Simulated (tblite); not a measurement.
Species: C5H13F3Si2.
Structure used (GFN2-xTB), in Å, numbered top down from 1:
```
atom  x, y, z in Å
C1    -2.2411   -0.6795    0.5299
C2    -1.0465    0.1334    1.0095
C3    -0.2343    0.7846   -0.1117
Si4   -1.2295    2.0795   -1.1103
C5     0.3994   -0.2383   -1.0673
Si6    1.5183   -1.5531   -0.2761
C7     2.7890   -0.5956    0.8532
F8     2.2607   -0.1625    2.0176
F9     3.3044    0.4990    0.2527
F10    3.8455   -1.3630    1.1929
H11   -1.9259   -1.5018   -0.1080
H12   -2.9324   -0.0514   -0.0273
H13   -2.7733   -1.0998    1.3806
H14   -1.4025    0.9218    1.6771
H15   -0.3908   -0.5139    1.6013
H16    0.5843    1.3235    0.3790
H17   -2.0108    2.9044   -0.1890
H18   -0.2820    2.9030   -1.8635
H19   -2.1182    1.4047   -2.0612
H20    1.0002    0.3104   -1.7994
H21   -0.3813   -0.7404   -1.6406
H22    0.8926   -2.5148    0.6304
H23    2.3693   -2.2232   -1.2596
```

Level: GFN2-xTB in tblite, geometry and Hessian alike; calculated harmonic values, unscaled, isolated species. This tight-binding method is rough: wavenumbers can miss measured ones by several per cent, in bad cases by 10 to 20. Modes of hydrogen on silicon can be 10 to 20 % off. One conformer, not necessarily the lowest.

Harmonic wavenumbers (cm⁻¹): 25.9, 41.8, 54.3, 72.0, 118.8, 134.3, 164.9, 187.0, 204.4, 222.9, 269.1, 292.0, 333.9, 383.9, 444.2, 453.1, 460.9, 479.3, 544.4, 567.0, 580.4, 653.1, 675.6, 701.3, 756.2, 769.0, 773.4, 787.6, 803.1, 806.7, 828.1, 930.4, 1014.0, 1019.4, 1020.5, 1056.0, 1086.6, 1141.6, 1151.6, 1162.8, 1211.6, 1256.5, 1287.0, 1319.9, 1357.1, 1413.9, 1462.3, 1492.8, 1502.2, 1511.3, 2243.2, 2264.7, 2273.4, 2284.7, 2295.2, 2921.3, 2935.5, 2940.4, 2974.7, 2980.5, 3031.1, 3033.8, 3040.4.

A = 1513, B = 498.6, C = 463.9 MHz; mass 186.051 u (most abundant isotopes); point group C1, symmetry number 1.

Question: What is the zero-point energy?

Answer: ½Σν̃ = 36102 cm⁻¹ = 103.22 kcal/mol.

Question: Entropy at 298.15 K, 1 bar (ideal gas, RRHO, classical rotation)?

Answer: Translation 41.59, rotation 31.20, vibration 48.20: S = 121.0 cal/(mol K).

Question: And Cp and H(298.15 K) − H(0)?

Answer: Cp = 53.70 cal/(mol K), of which vibrations give 45.75 (their classical limit is 63 R = 125.2); H(298.15 K) − H(0) = 9.56 kcal/mol without the zero-point energy, 7.19 from vibrations.

Question: How do the functions run with temperature in this model?

Answer: 
```tsv
T (K)	S (cal/(mol K))	Cp (cal/(mol K))	H − H(0) (kcal/mol)	G − H(0) (kcal/mol)	ln q(vib)
50	65.8	17.2	0.62	-2.68	1.44
100	80.3	25.4	1.69	-6.35	3.69
373.15	134.1	63.0	13.95	-36.08	15.13
500	154.4	75.9	22.80	-54.40	20.05
750	188.8	93.4	44.13	-97.43	29.05
1000	217.3	104.6	68.97	-148.29	37.15
```

q(vib) and H(0) count from the zero-point level.

Question: What must be added to the electronic energy to get the Gibbs energy at 298.15 K and 1 bar?

Answer: ZPE + [H(298.15 K) − H(0)] − T·S = 103.22 + 9.56 − 36.07 = 76.71 kcal/mol.

Question: Blend soft modes into free rotors: weight 1/[1 + (100 cm⁻¹/ν̃)⁴] for the oscillator and the rest for a rotor with moment μB/(μ + B), μ = h/(8π²ν), B = 10⁻⁴⁴ kg m². What vibrational entropy results?

Answer: 42.85 cal/(mol K) in place of 48.20, which changes −T·S at 298.15 K by +1.60 kcal/mol.

Hindered rotation and anharmonicity are outside this model. Other conformers, if any are populated, would add a mixing term that is left out. The structure is chiral; the term R ln 2 for an equal mix with its mirror image is left out.

On Arm Neoverse V2, one thread, no GPU, shared host with 192 logical CPUs at a one-minute load of 42, this took 1.1 s wall. The figure is for the frequency step alone.
